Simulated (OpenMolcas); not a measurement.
Re5+ (d2) among equal point charges was computed by CASSCF with the d shell active (OpenMolcas, ANO-RCC-VDZP on the metal). Its lowest spin-free states, and all those of the highest spin:

```
2S+1  Degeneracy  E (cm-1)
   3           1       0.0
   3           2     645.9
   3           1      7165
   3           2      7777
   1           1     12340
   1           1     12849
   1           2     13350
   1           1     14068
   3           1     15879
   3           2     18820
   3           1     21021
   1           1     22023
```

Task: Is the site octahedral, tetrahedral or cube-like, axial, or of lower symmetry?

Result: The states with 2S+1 = 3 have orbital degeneracies 1, 2, 1, 2, 1, 2, 1. There are pairs but no triples, so the site is axial: not cubic, but with a proper or improper axis of order three or more. The run had Re5+ among 6 point charges of -1.1 e arranged as a tetragonal octahedron (D4h), 1.86 Å from the ion, with the axial distance 1.934 Å.

Spin-orbit coupling mixes the spin-free states strongly: the lowest level takes only 50 % from its leading state, 3A2. Without dynamic correlation the repulsion within the d shell is too large (B by tens of per cent), so at a given field states of lower spin stand too high. This is an electrostatic model: the charges have no orbitals. No measured value stands beside these numbers.
